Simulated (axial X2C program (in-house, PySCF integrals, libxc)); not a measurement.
Correcting the dissociation energy of AsF⁺ for spin–orbit coupling

A spin-free CCSD(T) curve (one-electron X2C) was computed with an in-house relativistic program for diatomic molecules, basis As dyall-cv3z [9s9p6d4f1g], F dyall-av3z [7s6p3d2f] (cores contracted in-house), for the state M_S = 1/2, Λ = 1 (beyond evenly filled blocks: π+α). It gives D0 = 4.496 eV to As+ + F, which in a spin-free picture are the weighted means of the ground terms.

Correlated methods: 11 electrons correlated (number of frozen shells: As 3 s, 2 p, 1 d; F 1 s), 231 virtual spin orbitals or spinors in MP2, 90 natural virtuals in coupled cluster.

Measured levels of the ground terms (NIST Handbook of Basic Atomic Spectroscopic Data), in cm⁻¹: As+ 3P: J = 0 at 0, J = 1 at 1063.5, J = 2 at 2541.3; F 2P: J = 3/2 at 0, J = 1/2 at 404.1.

The two components of the molecular doublet are 1659 cm⁻¹ apart in the PBE0 2c search (Ω = 1/2 lower), so the lower one lies 830 cm⁻¹ under their mean.

(1) How far does each ground level lie under the (2J+1)-weighted mean of its term?

(2) Correct D0.

Second-order spin–orbit effects in the molecule, which grow quickly with Z, are left out. The state is one determinant whose occupation by symmetry is held fixed; it was picked as the lowest of a PBE0 search that is not exhaustive. Dissociation energies refer to the lowest single-determinant-based atoms at the same level and basis. CCSD and (T) use frozen natural virtuals with an MP2 correction for the truncation; (T) itself is uncorrected, so its De runs slightly low.

Answers

(1) As+: (1 × 0 + 3 × 1063.5 + 5 × 2541.3)/9 = 1766 cm⁻¹; F: (4 × 0 + 2 × 404.1)/6 = 135 cm⁻¹.

(2) D0 = 4.496 + (830 − 1901)/8065.5 = 4.363 eV at CCSD(T) with these spin–orbit terms.
